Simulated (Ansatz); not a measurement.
Ideal-gas functions of CH$_{4}$FNOSi (`NC1(F)O[SiH2]1`) at 600 K and 1 bar, from an Ansatz frequency run at PBE0-D4/def2-TZVP.

Molar mass 93.13 g/mol, point group C1 (symmetry number 1), electronic degeneracy 1, moments of inertia 74.022, 143.69, 170.192 u Å². Harmonic wavenumbers (cm⁻¹, unscaled): 197, 242, 385, 446, 477, 557, 619, 658, 701, 771, 805, 944, 985, 1070, 1267, 1340, 1637, 2261, 2283, 3509, 3626.

Use S(trans) = R[1.5 ln M + 2.5 ln T − 1.1517]; rotational temperatures θ = 24.2544 K / I; S(rot) = R[ln(√π/σ · √(T³/θAθBθC)) + 1.5]; for each mode x = 1.438777 ν̃/T, S = R[x/(eˣ − 1) − ln(1 − e⁻ˣ)] and H = RT x/(eˣ − 1); 1 cm⁻¹ = 0.0119627 kJ/mol; R = 8.31446 J/(mol·K).

Q: By hand: the entropy, in J/(mol·K).

A: Translation 179.9. Rotation: θ = 0.3277, 0.1688, 0.1425 K, giving 117.1. Vibration, mode by mode: 14.63, 12.95, 9.27, 8.14, 7.64, 6.50, 5.75, 5.33, 4.91, 4.30, 4.03, 3.10, 2.87, 2.44, 1.68, 1.46, 0.82, 0.24, 0.23, 0.02, 0.01, in all 96.3. Electronic 0.0. Sum 393.3 J/(mol·K).

Q: By hand: H − E and G − E in kJ/mol, counted from the electronic energy.

A: Zero-point energy ½ × 24780 × 0.0119627 = 148.2; thermal vibration 33.6; translation, rotation and pV give 4 RT = 20.0. H − E = 201.8 kJ/mol, and G − E = 201.8 − 600 × 393.3/1000 = -34.2 kJ/mol.

Vibration gives 24 % of the entropy. The sum counts one conformer and one mirror image; others add a mixing term.
